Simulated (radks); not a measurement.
Pt II, 77 electrons, occupied as [Xe] 4f14 5d8 7f1 (not the ground configuration). All-electron calculation, scalar-relativistic Kohn-Sham, LDA (Slater exchange, Perdew-Wang correlation), spin-unpolarised, spherical densities, finite nucleus; Fermi nuclear charge, rms radius 5.427 fm. Program: a radial shooting solver on a logarithmic mesh with Libxc functionals.

Normalised radial functions P(r) = r R(r), r in bohr:

r,5p,5d
0.003332,0.0164,0.0002
0.004814,0.0296,0.0005
0.006955,0.0525,0.0013
0.01005,0.0900,0.0035
0.01452,0.1463,0.0091
0.02098,0.2177,0.0222
0.03031,0.2799,0.0511
0.04379,0.2729,0.1065
0.06277,0.1226,0.1890
0.09069,-0.1796,0.2702
0.131,-0.4061,0.2525
0.1893,-0.1851,0.0318
0.2735,0.4076,-0.3063
0.3952,0.5423,-0.3985
0.5711,-0.2194,-0.0051
0.8251,-1.0217,0.5858
1.183,-1.0102,0.8755
1.709,-0.4920,0.7429
2.469,-0.1205,0.4116
3.567,-0.0125,0.1404
5.154,-0.0004,0.0247
7.446,0.0000,0.0017
10.76,0.0000,0.0000
15.54,0.0000,0.0000
22.28,0.0000,0.0000
32.19,0.0000,0.0000
46.51,0.0000,0.0000
67.2,0.0000,0.0000

5p: eigenvalue -75.420 eV, 3 radial nodes at r = 0.0739, 0.214, 0.526 bohr, <r> = 1.10 bohr, 90 % of the charge inside 1.60 bohr. 5d: eigenvalue -24.435 eV, 2 radial nodes at r = 0.196, 0.573 bohr, <r> = 1.56 bohr, 90 % of the charge inside 2.40 bohr.
